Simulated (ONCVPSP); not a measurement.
## PBE ONCV dataset for technetium (Tc), scalar-relativistic all-electron reference.

Tc, optimised norm-conserving Vanderbilt (ONCV), made with ONCVPSP 4.0.1 (PBE, scalar-relativistic). Core [Ar] 3d10, reference 4s2 4p6 4d5 5s0.5 (charge +1.5). Waves: 4s+5s: rc 1.85 bohr, ncon 3, nbas 7, qcut 8.6 1/bohr, 2 projectors; 4p: rc 1.20 bohr, ncon 4, nbas 8, qcut 6 1/bohr, 1 projector; 4d: rc 2.10 bohr, ncon 3, nbas 7, qcut 7.5 1/bohr, 2 projectors, debl 1.3 Ha; f scattering state at 0.12 Ha: rc 2.10 bohr, ncon 4, nbas 9, qcut 4.6 1/bohr, 3 projectors, debl 3.8 Ha. Local part: polynomial inside 0.85 bohr (lpopt 4, dvloc0 4 Ha). Core correction: polynomial model core, fcfact 0.38.

All-electron outer shells of the reference configuration (PBE, scalar-relativistic, ld1.x):

```json
{"shell": "3d", "level (eV)": "-261.61", "outermost node (bohr)": "–", "outermost maximum (bohr)": "0.31"}
{"shell": "4s", "level (eV)": "-85.15", "outermost node (bohr)": "0.50", "outermost maximum (bohr)": "0.95"}
{"shell": "4p", "level (eV)": "-57.13", "outermost node (bohr)": "0.51", "outermost maximum (bohr)": "1.03"}
{"shell": "4d", "level (eV)": "-18.19", "outermost node (bohr)": "0.50", "outermost maximum (bohr)": "1.27"}
{"shell": "5s", "level (eV)": "-14.83", "outermost node (bohr)": "1.27", "outermost maximum (bohr)": "2.56"}
```

Calculated quality:

```json
{"Cutoffs needed": "114 Ha and 143 Ha (the cutoffs (Ha) at which the residual kinetic energy of the hardest occupied pseudo-wave falls to 1 and 0.1 mHa per electron)", "Ghost test": "no bound ghost flagged; GHOST(+) flagged for s at 168.6 eV", "Largest excitation error": "+91 meV (all-electron minus pseudo) for 4s2 4p6 4d5 5s0 5p2, out of 4 test configurations", "rms error of d²Exc/dni dnj": "2.34 mHa without and 1.06 mHa with the model core"}
```

Generation and tests took about 4.3 s on one core of a shared server CPU.
